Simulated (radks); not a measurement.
Results of a calculation; reference values are marked as such.
Spherical jellium clusters: N electrons in a uniform positive sphere of charge N and radius rs N^(1/3), rs = 3.73 bohr. Level of theory: non-relativistic Kohn-Sham, exchange-only LDA, spin-polarised, spherical densities (a radial shooting solver with Libxc functionals). Levels are named by radial order and angular momentum (1s, 1p, 1d, 2s, ...), and open shells are averaged over m.

N = 9, configuration 1s2 1p6 1d(up 1, down 0). This is the lowest configuration that the search found. Occupied and some empty levels:

| level | occupation | eigenvalue (eV) | <r> (bohr) |
|---|---|---|---|
| 1s up | 1 | -4.3028 | 5.228 |
| 1s down | 1 | -4.1782 | 5.005 |
| 1p up | 3 | -3.0138 | 6.394 |
| 1p down | 3 | -2.7750 | 6.257 |
| 1d up | 1 | -1.5006 | 7.582 |
| 1d down | 0 | -1.2001 | 7.543 |
| 2s up | 0 | -1.1053 | 7.975 |
| 2s down | 0 | -0.92821 | 7.959 |
| 2p up | 0 | -0.17368 | 13.29 |

Energy (eV): total -8.31230, kinetic 16.569, external -329.57, Hartree 160.00, exchange-correlation -25.757, background 170.45.
